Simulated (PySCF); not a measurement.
**Computed spin Hamiltonian**

C9H8 (charge +1 and doublet state).
Atom-mapped SMILES: `[CH2+:1][CH:2][C:3]#[C:4][C:5]#[C:6][CH:7]1[CH2:8][CH2:9]1` (hydrogens: H10, H11 on C1; H12 on C2; H13 on C7; H14, H15 on C8; H16, H17 on C9)

Geometry (GFN2-xTB, Å), atoms numbered from 1 in this order:
```xyz
17
C9H8 angstrom
C      4.902   -0.109    0.080
C      3.868   -0.679    0.738
C      2.550   -0.390    0.451
C      1.367   -0.145    0.210
C      0.096    0.122   -0.054
C     -1.083    0.375   -0.307
C     -2.410    0.649   -0.583
C     -3.455   -0.479   -0.414
C     -3.438    0.603    0.571
H      5.920   -0.358    0.329
H      4.745    0.609   -0.709
H      4.038   -1.400    1.531
H     -2.584    1.370   -1.373
H     -4.214   -0.496   -1.181
H     -3.075   -1.450   -0.133
H     -4.186    1.381    0.526
H     -3.047    0.409    1.559
```

The hyperfine couplings belong to this conformer and change with its torsions.

Computed with UKS B3LYP, pcH-1 on C H, non-relativistic, mean-field spin-orbit, GIAO in PySCF 2.14.0. Geometry: GFN2-xTB, one conformer, isolated ion. Couplings are sensitive to structure, and on GFN2-xTB geometries they can be far from those on DFT ones, by a factor of two or more for some ions and for spin on atoms past the first row. No stability test was run, so a lower SCF solution isn't excluded.

* g1, g2, g3: 2.00228, 2.00303, 2.00856
* g_iso: 2.00462
* Form of g: close to axial: the two nearest values differ by 12 % of g3 − g1
* ⟨S²⟩: 0.7664 (exact 0.7500)
* α and β electrons: 31, 30
* HOMO–LUMO gap, α and β orbitals: 4.46, 2.24 eV
* Total energy: -347.34988 Eh

Isotropic coupling and dipolar principal values T1 to T3, in MHz:

| atom | isotope | a_iso | T1 | T2 | T3 | Mulliken spin population |
| --- | --- | --- | --- | --- | --- | --- |
| C1 | 13C | 28.1 | -27.9 | -27.3 | 55.3 | 0.36 |
| C2 | 13C | -20.3 | -6.7 | 1.9 | 4.9 | -0.07 |
| C3 | 13C | 14.0 | -21.3 | -20.0 | 41.3 | 0.22 |
| C4 | 13C | -15.1 | -12.3 | -4.1 | 16.4 | 0.05 |
| C5 | 13C | -5.1 | -15.7 | -10.9 | 26.6 | 0.12 |
| C6 | 13C | 1.5 | -19.3 | -15.4 | 34.7 | 0.17 |
| C7 | 13C | -5.8 | -8.1 | -7.2 | 15.3 | 0.05 |
| C8 | 13C | 8.6 | -6.5 | -6.2 | 12.6 | 0.05 |
| C9 | 13C | 8.5 | -6.4 | -6.1 | 12.5 | 0.05 |
| H10 | 1H | -23.2 | -13.3 | -1.5 | 14.7 | -0.02 |
| H11 | 1H | -22.5 | -11.3 | -2.1 | 13.4 | -0.01 |
| H12 | 1H | 3.7 | -2.8 | -0.4 | 3.2 | 0.00 |
| H13 | 1H | -5.4 | -2.9 | -2.0 | 4.9 | 0.00 |
| H14 | 1H | 13.8 | -3.4 | -0.8 | 4.2 | 0.00 |
| H15 | 1H | -1.2 | -3.7 | 0.4 | 3.3 | 0.00 |
| H16 | 1H | 13.8 | -3.3 | -0.8 | 4.2 | 0.00 |
| H17 | 1H | -1.1 | -3.7 | 0.4 | 3.3 | 0.00 |

The Mulliken spin populations are largest on C1 (+0.36), C3 (+0.22), C6 (+0.17) and C5 (+0.12). Three atoms exceed +0.15.

C2, the radical centre as drawn in `[CH2+][CH]C#CC#CC1CC1`, holds a spin population of -0.07 out of 1.

Axes: g3 points within 1° of the C1–H10 bond.

Under fast tumbling the dipolar parts average out, and these isotropic splittings remain: 1 × 1H (H10, I = 1/2, 2 lines) with 0.83 mT, 1 × 1H (H11, I = 1/2, 2 lines) with 0.80 mT, 2 × 1H (H14/H16, I = 1/2, 3 lines) with 0.49 mT, 1 × 1H (H13, I = 1/2, 2 lines) with 0.19 mT, 1 × 1H (H12, I = 1/2, 2 lines) with 0.13 mT and 2 × 1H (H15/H17, I = 1/2, 3 lines) with 0.04 mT.

Nuclei that the bonding pattern makes equivalent are averaged, as if the motion that swaps them (rotation, inversion, ring flip) were fast. H10 and H11 aren't averaged: C1 is flat or nearly so (angle sum 360°), and its turn about the short C1–C2 bond (1.35 Å) is taken as slow.

The 13C coupling of C1 (28.1 MHz) shows only in satellite lines or after enrichment, since that isotope makes up about 1.07 % of natural carbon.
